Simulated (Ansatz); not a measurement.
`C[CH2][Ge][NH2]` + HCl → `C[CH2][Ge][Cl]` + NH₃ at 700 K and 1 bar (ligand exchange at a Ge–N bond).

Gas-phase electronic energies from Ansatz, PBE0-D4/def2-TZVP geometries. CCSD(T)/CBS adds triple-zeta CCSD(T) − MP2 to the extrapolated MP2 energy (def2 sets, frozen cores). This one scheme is used for every species. For Ge outer-core shells are correlated without core-valence functions, which leaves a few kJ/mol of doubt a bond. Scalar relativity is left out up to krypton. One conformer a species, not always the lowest.

```tsv
species	CCSD(T)/CBS energy (Eh)	H − E (kJ/mol)	S (J/(mol·K))
`C[CH2][Ge][NH2]`	-2211.13801	311.0	450.5
HCl	-460.38127	38.4	211.8
`C[CH2][Ge][Cl]`	-2615.03092	236.4	440.9
NH₃	-56.50880	116.9	226.5
```

H − E and S are ideal-gas, rigid-rotor, harmonic terms from PBE0-D4/def2-TZVP, for one conformer and one mirror image of each species. 1 Eh = 2625.50 kJ/mol, R = 8.31446 J/(mol·K).

By hand: ΔE, ΔH, ΔS and ΔG.

ΔE = (-2615.03092) + (-56.50880) − (-2211.13801) − (-460.38127) = -0.02044 Eh = -53.7 kJ/mol. Δ(H − E) = 236.4 + 116.9 − 311.0 − 38.4 = 3.9, so ΔH = -49.8 kJ/mol. ΔS = 440.9 + 226.5 − 450.5 − 211.8 = 5.1 J/(mol·K). ΔG = -49.8 − 700 × (5.1)/1000 = -53.4 kJ/mol.

By hand: the equilibrium constant, and the temperature at which ΔG would vanish if ΔH and ΔS stayed fixed.

log₁₀ K = −ΔG/(RT ln 10) = 4.0. ΔH and −TΔS have one sign here, so there is no such temperature.

The number of gas molecules stays the same, so ΔS is small and ΔH decides. A doubt of 5 kJ/mol in ΔE shifts log₁₀ K by 0.4 here. Other conformers and mirror images would add mixing entropy, several J/(mol·K) or more a flexible species. Modes under 60 cm⁻¹, often nearly free rotors, make the harmonic entropy too high. These are equilibria of isolated gas molecules and say nothing of rates. Largest T1 diagnostic: 0.013 (customary marks: 0.02 for closed shells, 0.045 for open ones).

ΔS is within the doubt of such terms, so its sign, and with it that verdict, could turn.
